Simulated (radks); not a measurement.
The numbers below are computed, except where a source is named.
Question: Mean orbital radii <r> (bohr) of the tin ion Sn+, [Kr] 4d10 5s2 5p1, of relativity; Dirac values are averaged over j with weights 2j + 1. Spin-unpolarised spherical Kohn-Sham, PBE, point nucleus unless stated (finite: rms radius 4.6519 fm), a radial shooting solver on a logarithmic mesh with Libxc functionals. A level marked "c x" has the speed of light scaled by that factor and shares open shells by 2j + 1; other Dirac levels either fill j = l - 1/2 first or share by 2j + 1.

| shell | non-rel. |
|---|---|
| 1s | 0.03042 |
| 2s | 0.1314 |
| 2p | 0.1121 |
| 3s | 0.3526 |
| 3p | 0.3436 |
| 3d | 0.3147 |
| 4s | 0.8489 |
| 4p | 0.8989 |
| 4d | 1.086 |
| 5s | 2.396 |
| 5p | 2.927 |

Give the values at the level "Dirac, c x 2".

Answer: 
shell  Dirac, c x 2  change of magnitude (%)
1s          0.03009                    -1.10
2s           0.1299                    -1.18
2p           0.1114                    -0.60
3s           0.3493                    -0.94
3p           0.3420                    -0.45
3d           0.3146                    -0.01
4s           0.8415                    -0.87
4p           0.8956                    -0.37
4d            1.089                    +0.23
5s            2.374                    -0.89
5p            2.921                    -0.20
